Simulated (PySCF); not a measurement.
Co²⁺: ionisation energy

Co²⁺ [Ar] 3d7 (4F) → Co³⁺ [Ar] 3d6 (5D), as a difference of total energies. Computed with PySCF 2.14 in x2c-TZVPPall (6s5p4d2f1g, 64 functions), with the spin-free X2C one-electron Hamiltonian (Gaussian nucleus). Correlated levels: valence: [Ar] frozen; valence and next inner shell: [Ne] frozen. The calculations carry no spin-orbit coupling.

```json
{"method": "UHF", "ionisation energy (eV)": "31.190", "plus first-order spin-orbit estimate": "31.216", "difference from reference of that sum (eV)": "-2.284"}
{"method": "LDA", "ionisation energy (eV)": "34.340", "plus first-order spin-orbit estimate": "34.366", "difference from reference of that sum (eV)": "+0.866"}
{"method": "PBE", "ionisation energy (eV)": "34.116", "plus first-order spin-orbit estimate": "34.142", "difference from reference of that sum (eV)": "+0.642"}
{"method": "PBE0", "ionisation energy (eV)": "33.673", "plus first-order spin-orbit estimate": "33.699", "difference from reference of that sum (eV)": "+0.199"}
{"method": "r2SCAN", "ionisation energy (eV)": "33.727", "plus first-order spin-orbit estimate": "33.753", "difference from reference of that sum (eV)": "+0.253"}
{"method": "MN15", "ionisation energy (eV)": "33.287", "plus first-order spin-orbit estimate": "33.313", "difference from reference of that sum (eV)": "-0.187"}
{"method": "CAM-B3LYP", "ionisation energy (eV)": "33.974", "plus first-order spin-orbit estimate": "34.000", "difference from reference of that sum (eV)": "+0.500"}
{"method": "r2SCAN0", "ionisation energy (eV)": "33.432", "plus first-order spin-orbit estimate": "33.458", "difference from reference of that sum (eV)": "-0.042"}
{"method": "BLYP", "ionisation energy (eV)": "34.197", "plus first-order spin-orbit estimate": "34.223", "difference from reference of that sum (eV)": "+0.723"}
{"method": "MP2 (valence)", "ionisation energy (eV)": "32.991", "plus first-order spin-orbit estimate": "33.017", "difference from reference of that sum (eV)": "-0.483"}
{"method": "SCS-MP2 (valence)", "ionisation energy (eV)": "33.076", "plus first-order spin-orbit estimate": "33.102", "difference from reference of that sum (eV)": "-0.398"}
{"method": "MP2 (valence and next inner shell)", "ionisation energy (eV)": "33.434", "plus first-order spin-orbit estimate": "33.460", "difference from reference of that sum (eV)": "-0.040"}
{"method": "SCS-MP2 (valence and next inner shell)", "ionisation energy (eV)": "33.360", "plus first-order spin-orbit estimate": "33.385", "difference from reference of that sum (eV)": "-0.115"}
```

Reference: 33.5 ± 0.06 eV (semi-empirical (NIST evaluation); NIST Atomic Spectra Database, ionization energies).

A first-order spin-orbit estimate (lowest level to lowest level, LS coupling) adds 0.026 eV.

Errors of the correlated levels include the incompleteness of this basis and the frozen core.
